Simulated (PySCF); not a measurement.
Worked example: oscillator strength and radiative lifetime

C3H12N2Si, SMILES CCN[SiH2]NC.

Geometry: r2SCAN-D4/def2-SVP. The values are those of a single conformer.

TDA-PBE0/def2-SVPD run with PySCF puts the first singlet state with f over 0.02 at 6.53 eV (vertical), with the transition dipole (0.578, -0.181, 0.174) in atomic units.

Problem. Find the oscillator strength, the wavelength and the radiative lifetime that this transition would have in vacuum if emission retraced absorption.

Solution. 
|μ|² = 0.3971 au, so |μ| = 1.60 D. ΔE = 6.53/27.211 = 0.2400 hartree. f = (2/3) ΔE |μ|² = 0.064 (the program prints 0.064).
λ = 1239.84/6.53 = 190 nm; ν = 52668 cm⁻¹.
Einstein's coefficient A = 0.6670 ν² f s⁻¹ (ν in cm⁻¹) = 1.2e8 s⁻¹, so τ = 1/A = 8.5 ns. This state is S4; the lower singlets have f = 0.002, 0.012, 0.001. The figure is the radiative limit of this one transition; relaxation, internal conversion, crossing to triplets and a medium change what is measured.
